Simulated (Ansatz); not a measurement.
Ideal-gas functions of CH₂B₂ClF, SMILES `FB1CB1Cl` at 500 K and 1 bar, from an Ansatz frequency run at PBE0-D4/def2-TZVP.

Molar mass 90.1 g/mol, point group C1 (symmetry number 1), electronic degeneracy 1, moments of inertia 37.569, 276.116, 311.088 u Å². Harmonic wavenumbers (cm⁻¹, unscaled): 159, 231, 307, 381, 455, 553, 609, 662, 827, 1018, 1206, 1402, 1616, 3007, 3158.

Use S(trans) = R[1.5 ln M + 2.5 ln T − 1.1517]; rotational temperatures θ = 24.2544 K / I; S(rot) = R[ln(√π/σ · √(T³/θAθBθC)) + 1.5]; for each mode x = 1.438777 ν̃/T, S = R[x/(eˣ − 1) − ln(1 − e⁻ˣ)] and H = RT x/(eˣ − 1); 1 cm⁻¹ = 0.0119627 kJ/mol; R = 8.31446 J/(mol·K).

Task: By hand: the entropy, in J/(mol·K).

Result: Translation 175.7. Rotation: θ = 0.6456, 0.0878, 0.078 K, giving 117.3. Vibration, mode by mode: 14.89, 11.86, 9.61, 7.95, 6.64, 5.28, 4.64, 4.11, 2.83, 1.83, 1.19, 0.75, 0.45, 0.01, 0.01, in all 72.1. Electronic 0.0. Sum 365.1 J/(mol·K).

Task: By hand: H − E and G − E in kJ/mol, counted from the electronic energy.

Result: Zero-point energy ½ × 15591 × 0.0119627 = 93.3; thermal vibration 20.4; translation, rotation and pV give 4 RT = 16.6. H − E = 130.3 kJ/mol, and G − E = 130.3 − 500 × 365.1/1000 = -52.2 kJ/mol.

Vibration gives 20 % of the entropy. The sum counts one conformer and one mirror image; others add a mixing term.
